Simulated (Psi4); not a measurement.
Cs, doublet (core potentials on Cs); HF/def2-SVP (Psi4).

Input for Psi4:
```
memory 2 GB

molecule {
0 2
  Cs    0.00000000    0.00000000    0.00000000
}

set basis def2-svp
set reference uhf

energy('scf')
print_variables()
```

It wrote (shortened):

```
   => Loading Basis Set <=

    Name: DEF2-SVP
    Role: ORBITAL
    Keyword: BASIS

    !!!  WARNING: ECP capability is in beta. Please check occupations closely.  !!!

         ---------------------------------------------------------
                                   SCF
               by Justin Turney, Rob Parrish, Andy Simmonett
                          and Daniel G. A. Smith
                              UHF Reference
         ---------------------------------------------------------

  ==> Geometry <==

    Molecular point group: d2h
    Geometry (in Angstrom), charge = 0, multiplicity = 2:

       Center              X                  Y                   Z               Mass
    ------------   -----------------  -----------------  -----------------  -----------------
         CS           0.000000000000     0.000000000000     0.000000000000   132.905451961000

  Running in d2h symmetry.

  Rotational constants: A = ************  B = ************  C = ************ [cm^-1]
  Rotational constants: A = ************  B = ************  C = ************ [MHz]
  Nuclear repulsion =    0.000000000000000

  Charge       = 0
  Multiplicity = 2
  Electrons    = 9
  Nalpha       = 5
  Nbeta        = 4

  ==> Algorithm <==

  SCF Algorithm Type is DF.
  DIIS enabled.
  MOM disabled.
  Fractional occupation disabled.
  Guess Type is CORE.
  Energy threshold   = 1.00e-06
  Density threshold  = 1.00e-06
  Integral threshold = 1.00e-12

  ==> Primary Basis <==

  Basis Set: DEF2-SVP
    Blend: DEF2-SVP
    Number of shells: 10
    Number of basis functions: 24
    Number of Cartesian functions: 26
    Spherical Harmonics?: true
    Max angular momentum: 2

  Core potential: DEF2-SVP
    Number of shells: 4
    Number of ECP primitives: 10
    Number of ECP core electrons: 46
    Max angular momentum: 3

   => Loading Basis Set <=

    Name: (DEF2-SVP AUX)
    Role: JKFIT
    Keyword: DF_BASIS_SCF

  ==> Integral Setup <==

  SCF_SUBTYPE=INCORE selected. In-core MEM_DF algorithm will be used.
  Using in-core AOs.

  ==> MemDFJK: Density-Fitted J/K Matrices <==

    J tasked:                   Yes
    K tasked:                   Yes
    wK tasked:                   No
    Algorithm:                 Core
    Schwarz Cutoff:           1E-12
    Mask sparsity (%):       0.0000
    Fitting Condition:        1E-10

   => Auxiliary Basis Set <=

  Basis Set: (DEF2-SVP AUX)
    Blend: DEF2-UNIVERSAL-JKFIT
    Number of shells: 34
    Number of basis functions: 130
    Number of Cartesian functions: 171
    Spherical Harmonics?: true
    Max angular momentum: 5

  Minimum eigenvalue in the overlap matrix is 3.1021324126E-02.
  Reciprocal condition number of the overlap matrix is 1.0651281242E-02.
    Using symmetric orthogonalization.

  ==> Pre-Iterations <==

  SCF Guess: Core (One-Electron) Hamiltonian.

   -------------------------------------------------------
    Irrep   Nso     Nmo     Nalpha   Nbeta   Ndocc  Nsocc
   -------------------------------------------------------
     Ag         9       9       2       1       1       1
     B1g        2       2       0       0       0       0
     B2g        2       2       0       0       0       0
     B3g        2       2       0       0       0       0
     Au         0       0       0       0       0       0
     B1u        3       3       1       1       1       0
     B2u        3       3       1       1       1       0
     B3u        3       3       1       1       1       0
   -------------------------------------------------------
    Total      24      24       5       4       4       1
   -------------------------------------------------------

  ==> Iterations <==

                           Total Energy        Delta E     RMS |[F,P]|

   @DF-UHF iter   1:   -18.98310604093512   -1.89831e+01   6.70063e-02 ADIIS/DIIS
   @DF-UHF iter   2:   -19.84337518125754   -8.60269e-01   7.96010e-03 ADIIS/DIIS
   @DF-UHF iter   3:   -19.85379761539165   -1.04224e-02   1.68284e-03 ADIIS/DIIS
   @DF-UHF iter   4:   -19.85499953671889   -1.20192e-03   4.08385e-04 ADIIS/DIIS
   @DF-UHF iter   5:   -19.85515874653929   -1.59210e-04   1.62848e-04 ADIIS/DIIS
   @DF-UHF iter   6:   -19.85519093924142   -3.21927e-05   3.05949e-05 DIIS
   @DF-UHF iter   7:   -19.85519155897318   -6.19732e-07   3.62110e-06 DIIS
   @DF-UHF iter   8:   -19.85519156603053   -7.05735e-09   2.67643e-07 DIIS
  Energy and wave function converged.

  ==> Post-Iterations <==

   @Spin Contamination Metric:   4.702714147E-04
   @S^2 Expected:                7.500000000E-01
   @S^2 Observed:                7.504702714E-01
   @S   Expected:                5.000000000E-01
   @S   Observed:                5.000000000E-01

    Orbital Energies [Eh]
    ---------------------

    Alpha Occupied:

       1Ag    -1.317849     1B3u   -0.679635     1B2u   -0.679635
       1B1u   -0.679635     2Ag    -0.128890

    Alpha Virtual:

       2B2u    0.015794     2B3u    0.015794     2B1u    0.015794
       3Ag     0.049765     4Ag     0.074988     5Ag     0.074988
       1B2g    0.074988     1B3g    0.074988     1B1g    0.074988
       6Ag     0.248804     2B2g    0.248804     2B3g    0.248804
       2B1g    0.248804     7Ag     0.248804     3B3u    0.366876
       3B2u    0.366876     3B1u    0.366876     8Ag     0.639330
       9Ag    20.020888

    Beta Occupied:

       1Ag    -1.314929     1B3u   -0.678069     1B2u   -0.678069
       1B1u   -0.678069

    Beta Virtual:

       2Ag     0.008763     2B2u    0.038718     2B3u    0.038718
       2B1u    0.038718     3Ag     0.073368     4Ag     0.090283
       5Ag     0.090283     1B2g    0.090283     1B3g    0.090283
       1B1g    0.090283     6Ag     0.254603     2B2g    0.254603
       2B3g    0.254603     2B1g    0.254603     7Ag     0.254603
       3B3u    0.385034     3B2u    0.385034     3B1u    0.385034
       8Ag     0.651270     9Ag    20.021623

    Final Occupation by Irrep:
             Ag   B1g   B2g   B3g    Au   B1u   B2u   B3u
    DOCC [     1,    0,    0,    0,    0,    1,    1,    1 ]
    SOCC [     1,    0,    0,    0,    0,    0,    0,    0 ]
    NA   [     2,    0,    0,    0,    0,    1,    1,    1 ]
    NB   [     1,    0,    0,    0,    0,    1,    1,    1 ]

  @DF-UHF Final Energy:   -19.85519156603053

   => Energetics <=

    Nuclear Repulsion Energy =              0.0000000000000000
    One-Electron Energy =                 -32.8755918532174860
    Two-Electron Energy =                  13.0204002871869555
    Total Energy =                        -19.8551915660305305

  UHF NO Occupations:
  HONO-2 :    1B3u 1.9999224
  HONO-1 :    1B1u 1.9999224
  HONO-0 :    2 Ag 1.0000000
  LUNO+0 :    2B1u 0.0000776
  LUNO+1 :    2B3u 0.0000776
  LUNO+2 :    2B2u 0.0000776
  LUNO+3 :    3 Ag 0.0000024

Computation Completed

Properties will be evaluated at   0.000000,   0.000000,   0.000000 [a0]

Properties computed using the SCF density matrix

 Multipole Moments:

 ------------------------------------------------------------------------------------
     Multipole            Electronic (a.u.)      Nuclear  (a.u.)        Total (a.u.)
 ------------------------------------------------------------------------------------

 L = 1.  Multiply by 2.5417464519 to convert [e a0] to [Debye]
 Dipole X            :          0.0000000            0.0000000            0.0000000
 Dipole Y            :          0.0000000            0.0000000            0.0000000
 Dipole Z            :          0.0000000            0.0000000            0.0000000
 Magnitude           :                                                    0.0000000

 ------------------------------------------------------------------------------------

  Variable Map:
  ----------------------------------------------------------------------------
  "CURRENT ENERGY"           =>     -19.855191566031
  "CURRENT REFERENCE ENERGY" =>     -19.855191566031
  "DD SOLVATION ENERGY"      =>       0.000000000000
  "HF KINETIC ENERGY"        =>       5.552319579765
  "HF POTENTIAL ENERGY"      =>     -25.407511145795
  "HF TOTAL ENERGY"          =>     -19.855191566031
  "HF VIRIAL RATIO"          =>       4.576017424932
  "NUCLEAR REPULSION ENERGY" =>       0.000000000000
  "ONE-ELECTRON ENERGY"      =>     -32.875591853217
  "PCM POLARIZATION ENERGY"  =>       0.000000000000
  "PE ENERGY"                =>       0.000000000000
  "SCF ITERATION ENERGY"     =>     -19.855191566031
  "SCF ITERATIONS"           =>       8.000000000000
  "SCF TOTAL ENERGY"         =>     -19.855191566031
  "TWO-ELECTRON ENERGY"      =>      13.020400287187

  Array Variable Map:
  ----------------------------------------------------------------------------
  "CURRENT DIPOLE"           =>       0.000000000000 ... 0.000000000000 1 by 3
  "SCF DIPOLE"               =>       0.000000000000 ... 0.000000000000 1 by 3
  "SCF TOTAL ENERGIES"       =>     -18.983106040935 ... -19.855191566031 1 by 8
```
